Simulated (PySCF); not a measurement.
methyl pivalate (C₆H₁₂O₂), SMILES COC(=O)C(C)(C)C. Geometry optimised at PBE-D3(BJ)/def2-SVP.

Give the equilibrium geometry at PBE-D3(BJ)/def2-SVP (PySCF confirms it by a frequency run) as bond lengths and angles, and its point group. (An estimate is asked for; the answer gives what the named calculation found.)

point group Cs.
Atoms: C1 O2 C3 O4 C5 C6 C7 C8 H9 H10 H11 H12 H13 H14 H15 H16 H17 H18 H19 H20. Bond lengths (Å): C1–O2 1.431, C1–H9 1.109, C1–H10 1.109, C1–H11 1.105, O2–C3 1.360, C3–O4 1.217, C3–C5 1.536, C5–C6 1.544, C5–C7 1.544, C5–C8 1.535, C6–H12 1.109, C6–H13 1.109, C6–H14 1.107, C7–H15 1.109, C7–H16 1.109, C7–H17 1.107, C8–H18 1.109, C8–H19 1.107, C8–H20 1.107. Angles (°): O2–C1–H9 110.9, O2–C1–H10 110.9, O2–C1–H11 106.2, H9–C1–H10 108.0, H9–C1–H11 110.4, H10–C1–H11 110.4, C1–O2–C3 115.3, O2–C3–O4 122.7, O2–C3–C5 111.3, O4–C3–C5 126.0, C3–C5–C6 108.8, C3–C5–C7 108.8, C3–C5–C8 108.6, C6–C5–C7 109.8, C6–C5–C8 110.4, C7–C5–C8 110.4, C5–C6–H12 109.9, C5–C6–H13 111.2, C5–C6–H14 111.1, H12–C6–H13 107.8, H12–C6–H14 108.5, H13–C6–H14 108.3, C5–C7–H15 109.9, C5–C7–H16 111.2, C5–C7–H17 111.1, H15–C7–H16 107.8, H15–C7–H17 108.5, H16–C7–H17 108.3, C5–C8–H18 110.0, C5–C8–H19 111.2, C5–C8–H20 111.2, H18–C8–H19 108.5, H18–C8–H20 108.5, H19–C8–H20 107.3.
Charge 0, spin multiplicity 1.
